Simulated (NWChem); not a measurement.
## Lowest excitation of H$_{5}$BN (+1)

SMILES: B[NH3+]
```xyz
7

B      0.9082     0.1008     0.0078
N     -0.6241    -0.0739    -0.0216
H      1.5447    -0.8917     0.1987
H      1.3037     1.2202    -0.1246
H     -0.9802     0.0898     0.9368
H     -0.9344    -1.0201    -0.2819
H     -1.1060     0.6148    -0.6166
```
Charge +1, spin multiplicity 1.

Everything below was run with NWChem. Structure: optimised with PBE0/def2-SVP, a minimum by its harmonic frequencies.

Basis set: def2-SVPD.

The correlated methods keep 2 core orbitals frozen. The structure started from a generated list of species. No row is a measurement; the coupled-cluster row has its own basis-set and correlation limits.

**Question.** For the lowest vertical singlet excitation energy, TD-PBE0 gives 6.06 eV and EOM-CCSD gives 6.34 eV. What do TD-PBE, CIS give?

**Answer.** TD-PBE: 5.78 eV; CIS: 6.92 eV.
